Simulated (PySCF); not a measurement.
# Cs⁺ (caesium, charge +1) across methods

[Xe], closed-shell 1S. Calculation: PySCF 2.14, in x2c-TZVPPall; the spin-free X2C one-electron Hamiltonian (Gaussian nucleus).

| method | E (hartree) | mean ε 4d (eV) | mean ε 5s (eV) | mean ε 5p (eV) | Σ⟨r²⟩ (bohr²) | ⟨S²⟩ |
| --- | --- | --- | --- | --- | --- | --- |
| PBE0 | -7785.61 | -83.312 | -34.362 | -20.151 | 50.84 | 0.000 |
| r2SCAN | -7785.97 | -80.907 | -32.684 | -19.100 | 50.86 | 0.000 |
| LDA | -7779.09 | -79.641 | -32.143 | -18.830 | 50.83 | 0.000 |
| B97-3 | -7785.54 | -83.501 | -34.469 | -20.198 | 50.81 | 0.000 |
| PBE | -7785.52 | -79.518 | -31.896 | -18.677 | 50.91 | 0.000 |
| UHF | -7782.93721 | -93.430 | -40.541 | -23.459 | 51.25 | 0.000 |
| wB97X-V | -7785.67 | -85.624 | -37.270 | -22.600 | 50.88 | 0.000 |
| PW91 | -7786.56 | -79.592 | -31.971 | -18.728 | 50.88 | 0.000 |

Spin-orbit coupling, which splits the p, d and f shells strongly at this Z, is absent.
